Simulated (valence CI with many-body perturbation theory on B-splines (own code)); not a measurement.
Values are calculated unless marked as measured or tabulated.
## Level structure of Gd XXXII

Level of theory: valence CI with perturbative core correlation (CI+MBPT): five valence electrons over a frozen Dirac-Fock core [Ar] 3d10, radial functions for each j: 9 s, 9 p, 8 d, 6 f, 3 g, 1 h, with the one-electron correlation potential Σ1, the two-electron term Σ2, the three-electron term Σ3, Breit, model QED; selected CI, second order for the rest, scaled by the run's own slope (own B-spline code, finite nucleus).

The last digits are not significant, and no measured levels were compared; by estimate large intervals hold to a few tenths of a per cent, small ones and those within an open d or f shell to about a per cent. Among the levels kept, up to 760 cm⁻¹ of a level comes from second order outside the variational space, and about a tenth of that is noise between levels of different J, which matters for small intervals.

Levels 1 to 36 of 36, with energies above the lowest level, (4s^2 4p1/2^2 4p3/2) J=3/2. "Leading %" is the weight of the configuration and term that name the level; weights of strongly mixed levels are sums over their largest components and can fall short, so below about 35 % the name and the second component can differ from the true leading terms, or belong to a minority configuration. In the jj column 3d3/2^4 stands for four electrons in 3d with j = 3/2.

```tsv
No.	Configuration	Term	J	E (eV)	Leading %	Leading jj	Second component
1	4s2.4p3	2P°	3/2	0.00	44	4s^2 4p1/2^2 4p3/2 (98 %)	30 % 4s2.4p3 4S°
2	4s2.4p3	4S°	3/2	38.42	52	4s^2 4p1/2 4p3/2^2 (98 %)	46 % 4s2.4p3 2D°
3	4s2.4p3	2D°	5/2	42.77	98	4s^2 4p1/2 4p3/2^2 (98 %)	
4	4s2.4p3	2P°	1/2	48.25	98	4s^2 4p1/2 4p3/2^2 (98 %)	
5	4s2.4p3	2P°	3/2	87.37	54	4s^2 4p3/2^3 (98 %)	28 % 4s2.4p3 2D°
6	4s.4p4	4P	5/2	110.18	71	4s 4p1/2^2 4p3/2^2 (89 %)	20 % 4s.4p4 2D
7	4s2.4p2.4d	4F	3/2	116.21	24	4s^2 4p1/2^2 4d3/2 (68 %)	19 % 4s2.4p2.4d 2D
8	4s.4p4	2S	1/2	123.31	51	4s 4p1/2^2 4p3/2^2 (89 %)	38 % 4s.4p4 4P
9	4s.4p4	2D	3/2	127.43	23	4s 4p1/2^2 4p3/2^2 (57 %)	20 % 4s.4p4 4P
10	4s2.4p2.4d	4F	5/2	133.92	25	4s^2 4p1/2^2 4d5/2 (86 %)	25 % 4s2.4p2.4d 4D
11	4s.4p4	4P	3/2	151.11	54	4s 4p1/2 4p3/2^3 (75 %)	20 % 4s.4p4 2D
12	4s.4p4	2D	5/2	155.31	31	4s^2 4p1/2 4p3/2 4d3/2 (52 %)	22 % 4s2.4p2.4d 4F
13	4s2.4p2.4d	4F	3/2	156.01	28	4s^2 4p1/2 4p3/2 4d3/2 (76 %)	26 % 4s2.4p2.4d 2P
14	4s2.4p2.4d	4D	1/2	156.13	62	4s^2 4p1/2 4p3/2 4d3/2 (84 %)	16 % 4s2.4p2.4d 2P
15	4s2.4p2.4d	2F	5/2	158.88	41	4s^2 4p1/2 4p3/2 4d3/2 (43 %)	26 % 4s.4p4 2D
16	4s2.4p2.4d	2G	7/2	161.05	39	4s^2 4p1/2 4p3/2 4d3/2 (90 %)	29 % 4s2.4p2.4d 4F
17	4s2.4p2.4d	4D	7/2	165.98	48	4s^2 4p1/2 4p3/2 4d5/2 (98 %)	34 % 4s2.4p2.4d 4F
18	4s.4p4	2P	1/2	166.65	32	4s 4p1/2 4p3/2^3 (51 %)	22 % 4s2.4p2.4d 4D
19	4s.4p4	2P	3/2	169.80	32	4s 4p1/2 4p3/2^3 (49 %)	20 % 4s.4p4 2D
20	4s2.4p2.4d	2G	9/2	170.62	54	4s^2 4p1/2 4p3/2 4d5/2 (97 %)	44 % 4s2.4p2.4d 4F
21	4s2.4p2.4d	4P	5/2	171.65	40	4s^2 4p1/2 4p3/2 4d3/2 (47 %)	18 % 4s2.4p2.4d 2F
22	4s2.4p2.4d	2P	3/2	172.77	31	4s^2 4p1/2 4p3/2 4d3/2 (49 %)	29 % 4s2.4p2.4d 4D
23	4s2.4p2.4d	4P	1/2	176.53	34	4s^2 4p1/2 4p3/2 4d3/2 (74 %)	34 % 4s2.4p2.4d 2S
24	4s2.4p2.4d	4D	5/2	177.42	39	4s^2 4p1/2 4p3/2 4d5/2 (47 %)	23 % 4s2.4p2.4d 2F
25	4s2.4p2.4d	2P	3/2	179.42	40	4s^2 4p1/2 4p3/2 4d5/2 (48 %)	26 % 4s2.4p2.4d 4P
26	4s2.4p2.4d	2F	7/2	180.33	37	4s^2 4p1/2 4p3/2 4d5/2 (80 %)	36 % 4s2.4p2.4d 2G
27	4s2.4p2.4d	2D	5/2	183.92	53	4s^2 4p1/2 4p3/2 4d5/2 (76 %)	17 % 4s2.4p2.4d 4P
28	4s2.4p2.4d	2D	3/2	184.81	68	4s^2 4p1/2 4p3/2 4d5/2 (74 %)	9 % 4s2.4p2.4d 4F
29	4s2.4p2.4d	2P	1/2	188.50	68	4s^2 4p1/2 4p3/2 4d5/2 (74 %)	14 % 4s2.4p2.4d 2S
30	4s.4p4	2P	1/2	203.76	26	4s 4p3/2^4 (52 %)	21 % 4s2.4p2.4d 2S
31	4s2.4p2.4d	2F	7/2	210.09	46	4s^2 4p3/2^2 4d5/2 (94 %)	41 % 4s2.4p2.4d 4D
32	4s2.4p2.4d	2P	1/2	210.58	56	4s^2 4p3/2^2 4d3/2 (72 %)	26 % 4s2.4p2.4d 4P
33	4s2.4p2.4d	2D	3/2	211.17	39	4s^2 4p3/2^2 4d3/2 (88 %)	26 % 4s2.4p2.4d 4P
34	4s2.4p2.4d	4F	9/2	211.62	54	4s^2 4p3/2^2 4d5/2 (97 %)	44 % 4s2.4p2.4d 2G
35	4s2.4p2.4d	2D	5/2	211.86	33	4s^2 4p3/2^2 4d3/2 (79 %)	17 % 4s2.4p2.4d 2F
36	4s2.4p2.4d	2F	7/2	215.37	69	4s^2 4p3/2^2 4d3/2 (84 %)	21 % 4s2.4p2.4d 2G
```

The ionisation energy to 4s2.4p2 3P_0 of the next ion comes out as 1234.7 eV (NIST: 1233 ± 4 eV (theoretical)). All 36 levels together are meant to be complete up to 218.50 eV.
